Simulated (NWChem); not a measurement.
System: selenium hexafluoride (SeF₆); SMILES F[Se](F)(F)(F)(F)F

Here is an NWChem input.

```
start job
memory heap 200 mb stack 900 mb global 1100 mb
geometry units angstroms noautosym nocenter noautoz
  F     -0.967175    -0.985664     0.997888
  Se     0.000000     0.000000     0.000000
  F      0.233699     1.081941     1.295180
  F     -1.383003     0.872122    -0.478995
  F     -0.233699    -1.081941    -1.295180
  F      1.383003    -0.872122     0.478995
  F      0.967175     0.985664    -0.997888
end
basis spherical
  * library aug-cc-pvdz
end
dft
  xc pbe0
  iterations 150
  semidirect filesize 400000000
end
property
  response 1 0.1139
end
task dft property
```

The geometry was optimised at PBE0/def2-SVP.

Field at 400 nm.

**Question.** Predict the main results of this run. (PBE0/aug-cc-pVDZ.) Quantities: isotropic polarisability (bohr³); anisotropy (bohr³).

**Answer.** 
| Quantity | Value |
|---|---|
| isotropic polarisability (bohr³) | 36.2 |
| anisotropy (bohr³) | 0.0 |
